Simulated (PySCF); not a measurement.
**How methods differ on the ionisation energy of Sb⁺**

Sb⁺ [Kr] 4d10 5s2 5p2 (3P) → Sb²⁺ [Kr] 4d10 5s2 5p1 (2P), as a difference of total energies. All numbers are calculated (PySCF 2.14, the spin-free X2C one-electron Hamiltonian (Gaussian nucleus), in x2c-QZVPPall (13s9p7d4f1g, 112 functions)). Correlated levels: valence: [Kr] 4d10 frozen. The calculations carry no spin-orbit coupling.

**Question.** Order these methods by the ionisation energy they give, lowest first.
A. CCSD (valence)
B. SCS-MP2 (valence)
C. MP2 (valence)
D. UHF

**Answer.** D (16.002 eV), B (16.285 eV), C (16.347 eV), A (16.372 eV).

A first-order spin-orbit estimate (lowest level to lowest level, LS coupling) adds -0.068 eV.

Errors of the correlated levels include the incompleteness of this basis and the frozen core.

For comparison: 16.626 ± 0.025 eV (measured; NIST Atomic Spectra Database, ionization energies).
